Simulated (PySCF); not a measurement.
C5H3F3OS.
Numbering: `[F:1][C:2]([F:3])([F:4])[S:5][c:6]1[cH:7][cH:8][o:9][cH:10]1` (hydrogens: H11 on C7; H12 on C8; H13 on C10)

The geometry is computed with GFN2-xTB (gas phase).

Task: What internal coordinates does the optimisation give?

Result: 
| bond | length (Å) |
| --- | --- |
| F1–C2, C2–F3 | 1.331 |
| C2–F4 | 1.337 |
| C2–S5 | 1.829 |
| S5–C6 | 1.766 |
| C6–C7 | 1.420 |
| C7–C8 | 1.359 |
| C8–O9 | 1.344 |
| O9–C10 | 1.332 |
| C6–C10 | 1.367 |
| C7–H11 | 1.069 |
| C8–H12 | 1.071 |
| C10–H13 | 1.071 |

Bonds in one row agree within 0.01 Å and their mean is given. A selection of angles:
| angle | degrees |
| --- | --- |
| F1–C2–F3 | 107.9 |
| F1–C2–S5 | 110.7 |
| C2–S5–C6 | 96.1 |
| S5–C6–C7 | 127.0 |
| S5–C6–C10 | 126.5 |
| C7–C6–C10 | 106.6 |
| C6–C7–C8 | 105.0 |
| C7–C8–O9 | 110.9 |
| C8–O9–C10 | 107.7 |
| C6–C10–O9 | 109.8 |

Torsions: F1–C2–S5–C6 178° (antiperiplanar); C2–S5–C6–C7 -91° (anticlinal). The mirror-image conformer, all signs reversed, is as good.

S5 (sulfide sulfur) is bent (angle 96.1°). The C–S distances run from 1.766 Å (S5–C6, drawn single) to 1.829 Å (C2–S5, drawn single), a spread of 0.063 Å. Of the pairs four or more bonds apart, F4···C10 is among the closest relative to their van der Waals radii: 3.25 Å, 103 % of the sum of Bondi's values. The 5-membered ring C6–C7–C8–O9–C10 has internal angles of 105.0° to 110.9° (sum 540°, against 540° for a flat polygon); it is planar, 0.00 Å rms from its mean plane, widest ring torsion 0°. The 3 C–C bonds span 1.359 Å (C7–C8, aromatic) to 1.420 Å (C6–C7, aromatic), a spread of 0.061 Å.

Point group: C1 (no symmetry element, even within 0.4 Å). Stationary, but not proved a minimum. One conformer, not necessarily the lowest.
